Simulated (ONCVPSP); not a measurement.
# Scattering properties, ONCV potential for Si (Z = 14)

| Item | Value |
| --- | --- |
| Element | silicon (Si) |
| Generator | ONCVPSP 4.0.1 |
| Type | optimised norm-conserving Vanderbilt (ONCV) |
| Functional | PBE |
| Relativity | fully relativistic |
| Frozen core | [Ne] |
| Valence charge | 4 |
| Reference configuration | 3s2 (charge +2) |
| Partial waves | 3s: rc 1.40 bohr, ncon 4, nbas 7, qcut 4.3 1/bohr, 2 projectors, debl 2.8 Ha; p scattering state at 0.38 Ha: rc 1.50 bohr, ncon 4, nbas 7, qcut 5.9 1/bohr, 2 projectors, debl 2.5 Ha; d scattering state at 0.06 Ha: rc 1.25 bohr, ncon 4, nbas 8, qcut 9 1/bohr, 1 projector |
| Local potential | polynomial inside 1.20 bohr (lpopt 1, dvloc0 6 Ha) |
| Core correction | Teter function, fcfact 5.75, rcfact 1.2 |

Open shells are filled in proportion to 2j + 1.

In the p channel the program set the typed energies aside and used 0.050, 2.550 Ha (j = l + 1/2; the other j can differ).

The phase is arctan(r·R′/R) of the radial function R(r), unwrapped; energies in Ha, scanned from -3 to 5 Ha. A pole is an energy at which the radial function vanishes at the test radius. The pseudo phase is shifted by a multiple of π to meet the all-electron one at the reference energy, and phase errors are pseudo minus all-electron; the curves can meet again beyond the range given. Levels narrower than the energy grid can be missing from the lists of poles.

Problem. For each channel, where are the poles, and over which energies does the pseudopotential scatter like the atom?

Solution.

```
channel  radius (bohr)  reference energy (Ha)  poles, all-electron  poles, pseudo  unbroken range about the reference energy with phases within 0.05 rad  phase error 1 Ha above the reference energy (rad)
      s           1.43                  -1.05                 3.68           3.49                                                              below 4.2                                             -0.002
   p3/2           1.52                   0.05                 3.02           3.02                                                        the whole range                                             -0.001
   p1/2           1.52                   0.05                 3.00           3.00                                                              below 4.9                                             -0.002
   d5/2           1.27                   0.06                 4.21           4.44                                                        the whole range                                             +0.002
   d3/2           1.27                   0.06                 4.21           4.48                                                        the whole range                                             +0.004
```

Phases in the s channel:

```json
{"E (Ha)": "-2.98", "all-electron": "0.992", "pseudo": "0.976"}
{"E (Ha)": "-2.76", "all-electron": "0.933", "pseudo": "0.920"}
{"E (Ha)": "-2.54", "all-electron": "0.862", "pseudo": "0.851"}
{"E (Ha)": "-2.32", "all-electron": "0.774", "pseudo": "0.764"}
{"E (Ha)": "-2.10", "all-electron": "0.663", "pseudo": "0.656"}
{"E (Ha)": "-1.88", "all-electron": "0.524", "pseudo": "0.519"}
{"E (Ha)": "-1.66", "all-electron": "0.351", "pseudo": "0.347"}
{"E (Ha)": "-1.44", "all-electron": "0.142", "pseudo": "0.141"}
{"E (Ha)": "-1.22", "all-electron": "-0.092", "pseudo": "-0.092"}
{"E (Ha)": "-1.00", "all-electron": "-0.329", "pseudo": "-0.329"}
{"E (Ha)": "-0.78", "all-electron": "-0.545", "pseudo": "-0.545"}
{"E (Ha)": "-0.56", "all-electron": "-0.727", "pseudo": "-0.728"}
{"E (Ha)": "-0.34", "all-electron": "-0.874", "pseudo": "-0.875"}
{"E (Ha)": "-0.12", "all-electron": "-0.990", "pseudo": "-0.992"}
{"E (Ha)": "0.10", "all-electron": "-1.083", "pseudo": "-1.085"}
{"E (Ha)": "0.32", "all-electron": "-1.158", "pseudo": "-1.159"}
{"E (Ha)": "0.54", "all-electron": "-1.218", "pseudo": "-1.220"}
{"E (Ha)": "0.76", "all-electron": "-1.269", "pseudo": "-1.270"}
{"E (Ha)": "0.98", "all-electron": "-1.312", "pseudo": "-1.312"}
{"E (Ha)": "1.20", "all-electron": "-1.348", "pseudo": "-1.348"}
{"E (Ha)": "1.42", "all-electron": "-1.379", "pseudo": "-1.379"}
{"E (Ha)": "1.64", "all-electron": "-1.407", "pseudo": "-1.407"}
{"E (Ha)": "1.86", "all-electron": "-1.431", "pseudo": "-1.431"}
{"E (Ha)": "2.08", "all-electron": "-1.453", "pseudo": "-1.454"}
{"E (Ha)": "2.30", "all-electron": "-1.473", "pseudo": "-1.474"}
{"E (Ha)": "2.52", "all-electron": "-1.492", "pseudo": "-1.493"}
{"E (Ha)": "2.74", "all-electron": "-1.509", "pseudo": "-1.511"}
{"E (Ha)": "2.96", "all-electron": "-1.524", "pseudo": "-1.528"}
{"E (Ha)": "3.18", "all-electron": "-1.539", "pseudo": "-1.546"}
{"E (Ha)": "3.40", "all-electron": "-1.554", "pseudo": "-1.563"}
{"E (Ha)": "3.62", "all-electron": "-1.567", "pseudo": "-1.582"}
{"E (Ha)": "3.84", "all-electron": "-1.581", "pseudo": "-1.603"}
{"E (Ha)": "4.06", "all-electron": "-1.594", "pseudo": "-1.629"}
{"E (Ha)": "4.28", "all-electron": "-1.606", "pseudo": "-1.661"}
{"E (Ha)": "4.50", "all-electron": "-1.619", "pseudo": "-1.710"}
{"E (Ha)": "4.72", "all-electron": "-1.632", "pseudo": "-1.797"}
{"E (Ha)": "4.94", "all-electron": "-1.645", "pseudo": "-2.023"}
```
